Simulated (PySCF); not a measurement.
Be(Me)2 (C₂H₆Be), SMILES [CH3][Be][CH3].

Geometry: r2SCAN-D4/def2-TZVP. The isomer is the one that the SMILES or the coordinates give; other isomers of the formula were not compared.

Calculation: CAM-B3LYP/def2-TZVPD (PySCF).

Symmetry labels are those of the subgroup C2 that the program uses (full group D3).

Computed valence orbital energies around the gap with their symmetry:
```csv
orbital,symmetry,energy (eV)
HOMO−7,A,-20.32
HOMO−6,B,-20.26
HOMO−5,A,-12.27
HOMO−4,B,-12.27
HOMO−3,B,-12.03
HOMO−2,A,-12.03
HOMO−1,A,-10.37
HOMO,B,-9.52
LUMO,A,0.49
LUMO+1,A,0.90
LUMO+2,B,0.90
LUMO+3,B,0.99
```
